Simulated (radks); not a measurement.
All-electron atom: Lu VII in [Xe] 4f(5/2: 6, 7/2: 4) 6s1 (not the ground configuration). Calculated with a radial shooting solver on a logarithmic mesh with Libxc functionals: Dirac Kohn-Sham, PBE, spin-unpolarised, spherical densities, finite nucleus; Fermi nuclear charge, rms radius 5.37 fm.

Normalised radial functions P(r) = r R(r) (large component), r in bohr:

```
   r/bohr * 5p1/2 (the largest magnitude, 1.1, reaches the edge; | marks zero)
0.0009424                             *
 0.001463                             *
 0.002272                             *
 0.003528                             |*
 0.005434                             |*
 0.008437                             | *
   0.0131                             |  *
  0.02018                             |    *
  0.03133                             |      *
  0.04865                             |     *
  0.07554                             |*
   0.1164                     *       |
   0.1807                     *       |
   0.2805                             |       *
   0.4321                             |            *
   0.6709                   *         |
    1.042  *                          |
    1.617             *               |
    2.491                          *  |
    3.869                             *
    6.007                             *
```

5p1/2: eigenvalue -126.24 eV, 3 radial nodes at r = 0.0780, 0.231, 0.573 bohr, <r> = 1.16 bohr, 90 % of the charge inside 1.66 bohr.
